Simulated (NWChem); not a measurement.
**Ionisation of F6S (-1)**

```xyz
7

F      1.7513     0.0000     0.0000
S      0.0000     0.0000     0.0000
F      0.0000     0.0000     1.7513
F      0.0000    -1.7513     0.0000
F      0.0000     0.0000    -1.7513
F      0.0000     1.7513     0.0000
F     -1.7513     0.0000     0.0000
```
Charge -1, spin multiplicity 2.

Everything below was run with NWChem. Structure: optimised with UPBE/def2-SVP, a minimum by its harmonic frequencies.

Basis set: def2-SVPD. The species with one electron less has spin multiplicity 1 and keeps the geometry of the parent. Δ marks differences of total energies (open shells unrestricted). −ε marks an orbital energy of the parent. That orbital need not have the symmetry of the hole or added electron in the Δ rows. That singlet is a closed-shell solution.

B3LYP has NWChem's definition, with VWN1-RPA local correlation. The structure started from a generated list of species. The unpaired electrons of the parent sit in orbitals of symmetry ag (D2h labels of the run); other states weren't searched. The anion's geometry comes from a basis without diffuse functions. The stability of the SCF solutions was not checked.

Problem. One of these methods gave a first vertical ionisation energy of 0.99 eV. Which?
A) −ε(alpha HOMO) of PBE
B) −ε(alpha HOMO) of LDA (SVWN5)
C) ΔB3LYP
D) −ε(alpha HOMO) of B3LYP

Solution. B, −ε(alpha HOMO) of LDA (SVWN5). The others give 1.95 (−ε(alpha HOMO) of B3LYP), 0.76 (−ε(alpha HOMO) of PBE), 4.41 (ΔB3LYP).
